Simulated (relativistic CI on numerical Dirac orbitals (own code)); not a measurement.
**Level scheme of Ho+**

Method of calculation: Dirac-Coulomb-Breit CI, separate exchange-only KLI orbitals for each configuration, model QED (radiative potential, 1s self-energy scaled to tabulated hydrogen-like ionisation energies), valence Slater integrals scaled by 0.85, P86 correlation estimate, and configurations built on the next ion tied to the tabulated ionisation energy (semi-empirical) (own radial code, finite nucleus).

Configuration list (outside the closed core [Xe]): 4f¹¹6s, 4f¹¹5d, 4f¹¹6p, 4f¹¹6d, 4f¹¹7s, 4f¹¹5f, 4f¹¹6f, 4f¹⁰6s², 4f¹⁰6s5d, 4f¹⁰6s6p, 4f¹², 4f¹⁰6p², 4f⁹6s²5d, 4f¹¹8s, 4f¹¹7d, 4f¹¹8d, 4f¹⁰7s². Levels of other configurations are missing.

The lowest level is 4f¹⁰6s² ⁵I8, with 88 % of that term; Hund's rules for 4f¹⁰6s² give ⁵I with J = 8, in agreement.

| No. | Configuration | Term | J | E (cm⁻¹) | % | Next component (%) | Landé g |
| --- | --- | --- | --- | --- | --- | --- | --- |
| 1 | 4f¹⁰6s² | ⁵I | 8 | 0.0 | 88 | 7 ³K | 1.240 |
| 2 | 4f¹⁰(5I)6s<6I>5d‡ | ⁷I | 9 | 161.1 | 78 | 14 ⁷K | 1.311 |
| 3 | 4f¹⁰(5I)6s<6I>5d‡ | ⁷H | 8 | 349.9 | 50 | 33 ⁷I | 1.321 |
| 4 | 4f¹⁰(5I)6s<6I>5d‡ | ⁷G | 7 | 1219.7 | 49 | 28 ⁷H | 1.358 |
| 5 | 4f¹⁰(5I)6s<6I>5d‡ | ⁷K | 10 | 1481.8 | 82 | 10 ⁷L | 1.283 |
| 6 | 4f¹⁰(5I)6s<6I>5d‡ | ⁷H | 8 | 2756.3 | 27 | 26 ⁵I | 1.252 |
| 7 | 4f¹⁰(5I)6s<6I>5d‡ | ⁷G | 7 | 2784.8 | 31 | 19 ⁵H | 1.283 |
| 8 | 4f¹⁰(5I)6s<6I>5d‡ | ⁷L | 11 | 2910.7 | 93 | 7 ⁵M | 1.265 |
| 9 | 4f¹⁰(5I)6s<4I>5d‡ | ⁵K | 9 | 3049.5 | 35 | 29 ⁷K | 1.221 |
| 10 | 4f¹⁰(5I)6s<6I>5d‡ | ⁷G | 6 | 3471.2 | 25 | 23 ⁷H | 1.283 |
| 11 | 4f¹⁰(5I)6s<4I>5d‡ | ⁵L | 10 | 3914.7 | 48 | 36 ⁷L | 1.212 |
| 12 | 4f¹⁰(5I)6s<4I>5d‡ | ³L | 9 | 4905.6 | 40 | 29 ⁵L | 1.136 |
| 13 | 4f¹⁰(5I)6s<4I>5d‡ | ³K | 8 | 5019.3 | 28 | 24 ⁵K | 1.184 |
| 14 | 4f¹⁰6s² | ⁵I | 7 | 5077.6 | 93 | 4 4f¹⁰6p² ⁵I | 1.173 |
| 15 | 4f¹⁰(5I)6s<6I>5d‡ | ⁷H | 7 | 5960.7 | 34 | 16 ⁵I | 1.223 |
| 16 | 4f¹⁰(5I)6s<6I>5d‡ | ⁷I | 6 | 6076.7 | 27 | 24 ⁷G | 1.216 |
| 17 | 4f¹⁰(5I)6s<4I>5d‡ | ⁵I | 8 | 6345.1 | 55 | 22 ⁷K | 1.232 |
| 18 | 4f¹⁰(5I)6s<4I>5d‡ | ⁵H | 7 | 6345.2 | 41 | 30 ⁷I | 1.234 |
| 19 | 4f¹⁰(5I)6s<6I>5d‡ | ⁷H | 5 | 6694.8 | 30 | 22 ⁷G | 1.187 |
| 20 | 4f¹⁰(5I)6s<4I>5d‡ | ⁵G | 6 | 7243.8 | 31 | 20 ⁷G | 1.279 |
| 21 | 4f¹⁰(5I)6s<4I>5d‡ | ⁵K | 9 | 7359.4 | 52 | 23 ⁷K | 1.218 |
| 22 | 4f¹⁰(5I)6s<4I>5d‡ | ³K | 8 | 8243.2 | 34 | 21 ⁷K | 1.159 |
| 23 | 4f¹⁰6s² | ⁵I | 6 | 8591.0 | 91 | 4 4f¹⁰6p² ⁵I | 1.072 |
| 24 | 4f¹⁰(5I)6s<6I>5d‡ | ⁷K | 7 | 8698.5 | 23 | 21 ⁵K | 1.118 |
| 25 | 4f¹⁰(5I)6s<4I>5d‡ | ⁵L | 10 | 8729.9 | 50 | 43 ⁷L | 1.211 |
| 26 | 4f¹⁰(5I)6s<6I>5d‡ | ⁷K | 6 | 8809.5 | 20 | 17 ⁷I | 1.149 |
| 27 | 4f¹⁰(5I)6s<6I>5d‡ | ⁷L | 9 | 8908.2 | 46 | 31 ³L | 1.158 |
| 28 | 4f¹⁰(5I)6s<6I>5d‡ | ⁷I | 5 | 8965.0 | 42 | 17 ⁷G | 1.091 |
| 29 | 4f¹⁰(5I)6s<4I>5d‡ | ⁵L | 8 | 9017.8 | 35 | 23 ⁷L | 1.085 |
| 30 | 4f¹⁰(5I)6s<6I>5d‡ | ⁵K | 9 | 9349.5 | 81 | 6 ³L | 1.212 |
| 31 | 4f¹⁰(5I)6s<4I>5d‡ | ⁵H | 7 | 9453.4 | 27 | 14 ³I | 1.192 |
| 32 | 4f¹⁰(5I)6s<6I>5d‡ | ⁷H | 4 | 9560.5 | 40 | 27 ⁷I | 0.986 |
| 33 | 4f¹⁰(5I)6s<6I>5d‡ | ⁵L | 10 | 9695.1 | 85 | 7 ³M | 1.193 |
| 34 | 4f¹⁰(5I)6s<6I>5d‡ | ⁷G | 6 | 9796.8 | 20 | 18 ⁵I | 1.199 |
| 35 | 4f¹⁰(5I)6s<6I>5d‡ | ⁷G | 5 | 10490.7 | 25 | 18 ⁵H | 1.192 |
| 36 | 4f¹¹(4I°)6s‡ | ⁵I° | 8 | 10808.1 | 97 | 3 ³K° | 1.246 |
| 37 | 4f¹⁰(5I)6s<6I>5d‡ | ⁵I | 8 | 10811.1 | 60 | 19 ⁵K | 1.213 |
| 38 | 4f¹⁰(5I)6s<6I>5d‡ | ⁷K | 6 | 11038.5 | 37 | 16 ⁷I | 1.029 |
| 39 | 4f¹⁰6s² | ⁵I | 5 | 11147.9 | 86 | 7 ³H | 0.914 |
| 40 | 4f¹⁰(5I)6s<6I>5d‡ | ⁷I | 4 | 11366.4 | 42 | 30 ⁷G | 0.939 |
| 41 | 4f¹⁰(5I)6s<6I>5d‡ | ⁷H | 5 | 11405.0 | 27 | 25 ⁷K | 1.060 |
| 42 | 4f¹⁰(5I)6s<6I>5d‡ | ⁷L | 7 | 11557.1 | 56 | 19 ⁵L | 0.977 |
| 43 | 4f¹⁰(5I)6s<6I>5d‡ | ⁵H | 7 | 11652.1 | 42 | 28 ³I | 1.204 |
| 44 | 4f¹¹(4I°)6s‡ | ³I° | 7 | 11667.4 | 70 | 27 ⁵I° | 1.148 |
| 45 | 4f¹⁰(5I)6s<6I>5d‡ | ⁷H | 3 | 11692.8 | 40 | 39 ⁷I | 0.590 |

Energies count from the lowest computed level; ° marks odd parity. Percentages are summed over parent terms; the parents shown are those of the largest component, closed shells are left out there, and <> holds an intermediate term. ‡ marks configurations that were not tied to measured data.

The mean weight of the leading LS term, summed over parents, in these 45 levels is 49 %, and that of the leading jj configuration (from the same eigenvectors) 41 %.

Configurations that consist of the next ion and one excited electron were tied to the tabulated ionisation energy; Rydberg ones are usually within 1,000 to 3,000 cm⁻¹ and the lowest ones within about 6,000 (9,000 in d shells), while levels on excited terms of the next ion carry the error of that term, and the other configurations can be misplaced by 10,000 cm⁻¹ or more. Rates follow the energies as ν³ (E1, M1) or ν⁵ (E2), so rates, branching and lifetimes can be off by large factors. The fine structure of a lone outer electron comes out too small, for d and f at times inverted, and misplaced configurations move strength between like terms. 2 of the 13 excited levels that our extract of the measured tables holds in this range could be paired (the sources list more); they are missed by 151 cm⁻¹ on average and 222 at most, and levels without a partner can miss by more. Some levels of the ground configuration have no partner and can miss by 10 % or more. The computed lowest level isn't the tabulated ground level, which NIST ASD gives as 4f11 (4I*<15/2>) 6s<1/2> (15/2,1/2)°8.

Landé's interval rule says that E(J) − E(J−1) = AJ with one A. For the ground term the intervals give A = -407.1, -426.1, -501.9, -634.7 cm⁻¹ for J = 5, 6, 7, 8; the multiplet is inverted.

LS names give the leading component of a level, which can be under half, so a name can repeat, a term be missing and a line seem to break the LS rules.
